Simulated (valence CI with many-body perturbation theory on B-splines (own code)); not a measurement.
**Which ion has this spectrum?**

A relativistic CI+MBPT calculation for an atom or ion with 21 electrons gives these levels (cm⁻¹):

```csv
J,Parity,E,g
3/2,even,0,0.68
5/2,even,264317,1.05
3/2,even,310863,1.20
7/2,even,330438,1.05
9/2,even,335887,1.05
1/2,even,345737,1.85
5/2,even,490787,1.31
7/2,even,592063,1.09
9/2,even,620242,1.13
3/2,even,655485,1.12
1/2,even,674893,1.47
11/2,even,687961,1.08
5/2,even,695560,1.23
5/2,even,741093,1.11
```

The energies are calculated, and their last digits are not significant.

(1) Which is it?
A. Gd43+
B. Eu42+
C. Ho46+
D. Tb44+

Results:

(1) D. Tb44+, ground level (3d3/2^3) J=3/2.
